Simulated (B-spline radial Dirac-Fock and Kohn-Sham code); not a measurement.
K-line shifts caused by a second vacancy in Gd³⁴⁺

System: gadolinium as Gd³⁴⁺ in the configuration [Ar] 3d10 4s2.

The computed values come from an atomic code on a B-spline grid: Dirac-Fock (average of configuration) total-energy differences with a finite nucleus, the Breit interaction including its frequency dependence, and self-energy and vacuum-polarisation corrections. Each two-hole energy is an average over J within one jj subconfiguration, not an observable level; in light atoms, where LS coupling holds, the j-resolved values are not observed lines, and for a K spectator the Kα1 hypersatellite is nearly forbidden. Electron correlation is not included.

Lines without a spectator: Kα2 (K-L2) 42333.8 eV, Kα1 (K-L3) 43024.7 eV, Kβ3 (K-M2) 48654.0 eV, Kβ1 (K-M3) 48803.8 eV. Shifts in eV with one spectator hole (a dash: not computed, or left out as unreliable):

| spectator hole | Kα2 | Kα1 | Kβ3 | Kβ1 |
| --- | --- | --- | --- | --- |
| K (1s) | +797.4 | +841.3 | +1030.7 | +1041.1 |
| L2 (2p1/2) | +97.6 | +127.2 | – | +256.8 |
| L3 (2p3/2) | +83.3 | +87.7 | +209.6 | – |
| M2 (3p1/2) | – | +20.20 | +44.3 | +52.0 |
| M3 (3p3/2) | +13.12 | – | +41.5 | +41.8 |
| M4 (3d3/2) | +5.10 | +1.77 | – | – |
| M5 (3d5/2) | +0.33 | +3.77 | – | – |
